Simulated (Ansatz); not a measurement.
## Redistribution: C4H4BrN + C4H9Cl → C4H4ClN + C4H9Br

Species: C4H4BrN `Brc1ccc[nH]1`, singlet; C4H9Cl (1-chlorobutane) `CCCCCl`, singlet; C4H4ClN `Clc1ccc[nH]1`, singlet; C4H9Br (1-bromobutane) `CCCCBr`, singlet. The partners trade Br for Cl; both sit on C, so the bond types are kept.

Shapes, held fixed at every level: PBE0-D4/def2-TZVP. Flexible molecules stand in one conformer, not always the lowest. Programs: Ansatz 0.2.0. The zero-point and thermal change to 298 K, harmonic and unscaled (PBE0-D4/def2-TZVP), is -0.3 kJ/mol.

Estimate ΔH(298 K) of this reaction.

The highest level, CCSD(T)/def2-TZVPP, gives ΔH(298 K) = -3.0 kJ/mol; the levels span -4.7 to -3.0. That is about zero within the method's error. The column of differences is taken from that level and isn't an error. No measured value is set beside it here. Relativity is left out for Br. Outer-core shells of Br are correlated in most correlated rows, in sets that cover them unevenly.

| level | kind | ΔH(298 K) (kJ/mol) | less CCSD(T)/def2-TZVPP |
| --- | --- | --- | --- |
| BHLYP-D4/def2-TZVPP | global hybrid | -4.0 | -1.0 |
| PBE0-D4/def2-TZVPP | global hybrid | -4.7 | -1.7 |
| B2PLYP/def2-TZVPP | double hybrid | -3.5 | -0.5 |
| MP2/def2-SVP | perturbation theory | -3.1 | -0.1 |
| CCSD(T)/def2-SVP | coupled cluster or CI | -3.4 | -0.4 |
| CCSD/def2-SVP | coupled cluster or CI | -3.5 | -0.5 |
| CCSD/def2-TZVPP | coupled cluster or CI | -3.1 | -0.1 |
| CCSD(T)/def2-TZVPP | coupled cluster or CI | -3.0 | 0.0 |
